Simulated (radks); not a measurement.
Question: All-electron atom: Cr+ in [Ar] 3d5 (the NIST ground configuration). Calculated with a radial shooting solver on a logarithmic mesh with Libxc functionals: non-relativistic Kohn-Sham, Slater X-alpha with alpha = 0.572, spin-polarised, spherical densities, point nucleus; open shells are filled with parallel spins first. Some entries of the table are withheld. Estimate them.

| orbital | occ. | eigenvalue (eV) | <r> (bohr) |
|---|---|---|---|
| 1s down | 1 | -5797.812 | 0.06440 |
| 1s up | 1 | -5797.798 | 0.06440 |
| 2s up | 1 | -654.9090 | 0.2981 |
| 2s down | 1 | -653.3276 | 0.2976 |
| 2p up | 3 | -556.5957 | 0.2627 |
| 2p down | 3 | -555.3896 | 0.2622 |
| 3s up | 1 | -77.2272 | 0.9180 |
| 3s down | 1 | -73.1044 | 0.9185 |
| 3p up | 3 | -50.3147 | (1) |
| 3p down | 3 | -46.2085 | (2) |
| 3d up | 5 | -9.0778 | 1.462 |
| 3d down | 0 | -5.1364 | 1.600 |

Answer: 
(1) 3p up <r> (bohr): 0.9798
(2) 3p down <r> (bohr): 0.9808
